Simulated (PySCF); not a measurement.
Calculation: TPSSh-D3(BJ)/def2-TZVP // BP86-D3(BJ)/def2-SVP in PySCF. Isolated molecules, 0 K electronic values unless said otherwise. 

Reference species: [Zn(F)(H)] (neutral, multiplicity 1).

The charge on the central atom (meta-Löwdin) is 1.10 e. The HOMO comes out as -9.05 eV and the HOMO–LUMO gap is 8.16 eV.

Changed species: [Zn(F)2] (0 of 2 F replaced by H; the reference has 1 of 2 F replaced by H).

### Question
Predict the effect on the charge on the central atom (meta-Löwdin), HOMO and HOMO–LUMO gap.

### Answer
the charge on the central atom (meta-Löwdin) rises by 0.32 e, to 1.42 e; the HOMO falls by 0.38 eV, to -9.43 eV; the HOMO–LUMO gap decreases by 1.12 eV, to 7.04 eV.
